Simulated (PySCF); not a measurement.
CuI, SMILES [Cu][I], multiplicity 1. Atoms are numbered in the order given.

```xyz
2

Cu     0.0000     0.0000    -1.5356
I      0.0000     0.0000     0.8403
```

Geometry: PBE0-D3(BJ)/def2-TZVP. The spin state was assumed, not searched. The def2 effective core potentials stand for the cores of I; spin–orbit coupling is left out.

Calculation: PBE0-D3(BJ)/def2-TZVP in PySCF.

Frequencies are harmonic and unscaled.

```json
[
 {"mode": "1", "ν (cm⁻¹)": "254", "IR (km/mol)": "7.3", "Raman (Å⁴/amu)": "9.0", "depolarisation": "0.35", "moving atoms (share of kinetic energy)": "Cu 67 %, I 33 %"}
]
```
